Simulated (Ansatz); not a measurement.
`COB(N)O[SiH3]` + `C[SiH](N)O` → `NB(O)O[SiH3]` + `CO[SiH](C)N`  (redistribution)

Program: Ansatz. Geometries: PBE0-D4/def2-TZVP. ΔE: electronic, gas phase. CBS: MP2 limit from def2 TZ/QZ plus the TZ coupled-cluster correction, frozen cores. DFT in def2-TZVPP. B3LYP here is the variant with VWN-RPA as its local correlation; programs differ in this. Each species was taken in one conformer, which may not be the lowest.

```tsv
level	ΔE (kcal/mol)	difference from CCSD(T)/CBS
PBE-D4	0.5	-0.2
r2SCAN-D4	0.6	-0.1
PBE0-D4	0.5	-0.2
B3LYP-D4	0.5	-0.2
ωB97M-V	0.4	-0.3
r2SCAN	0.6	-0.1
PBE0	0.6	-0.1
HF/def2-TZVPP	0.5	-0.2
MP2/def2-TZVPP	0.5	-0.2
SCS-MP2/def2-TZVPP	0.5	-0.2
CCSD/def2-TZVPP	0.6	-0.1
HF/def2-QZVPP	0.5	-0.2
MP2/def2-QZVPP	0.6	-0.1
SCS-MP2/def2-QZVPP	0.6	-0.1
HF/CBS(def2)	0.5	-0.2
CCSD/CBS(def2)	0.7	0.0
CCSD(T)/CBS	0.7	0
```

Largest T1 diagnostic among the species: 0.011.
